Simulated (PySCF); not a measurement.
The calculation used PBE0/pcSseg-1 in PySCF (dipole) on a GFN2-xTB geometry, gas phase. Rigid rotors, one computed conformer each.

Species:
1. `Cn1nc(C(F)(F)F)cc1Cl`
2. `[CH3:1][O:2][SiH2:3][S:4][CH2:5][C:6](=[O:7])[O:8][SiH3:9]` with C1–O2–Si3–S4 59°, O2–Si3–S4–C5 63°, Si3–S4–C5–C6 -47°, S4–C5–C6–O7 -66°, C5–C6–O8–Si9 -177°
3. `[CH3:1][C:2](=[O:3])/[CH:4]=[C:5](\[Cl:6])[O:7][CH2:8][F:9]` with C1–C2–C4–C5 177°, C4–C5–O7–C8 168°, C5–O7–C8–F9 -74°

Rotational constants (MHz) and dipole components (D):

| set | A | B | C | μa | μb | μc |
| --- | --- | --- | --- | --- | --- | --- |
| P | 2096 | 524.0 | 453.4 | 4.10 | 0.55 | 0.00 |
| Q | 2864 | 755.5 | 640.9 | 1.45 | 2.48 | 1.69 |
| R | 1336 | 796.9 | 633.4 | 1.15 | 0.71 | 1.05 |

Match each set to its species.

P = 1, Q = 3, R = 2.

- 1 (set P): mass 184.0 u, 11 heavy atoms, longest extent 6.4 Å, Cs, near-prolate asymmetric top, Ia, Ib, Ic = 241.1, 964.4, 1114.5 u·Å².
- 2 (set R): mass 182.0 u, 9 heavy atoms, longest extent 6.8 Å, C1, asymmetric top, Ia, Ib, Ic = 378.3, 634.2, 797.8 u·Å².
- 3 (set Q): mass 152.0 u, 9 heavy atoms, longest extent 7.7 Å, C1, asymmetric top, Ia, Ib, Ic = 176.5, 669.0, 788.5 u·Å².

Each constant is 505379 MHz·u·Å² over a principal moment. Point groups hold within 0.08 Å; constants that symmetry makes equal can differ a little in the computed geometry, and forbidden dipole components can keep a residue. No structure here is proved a minimum.
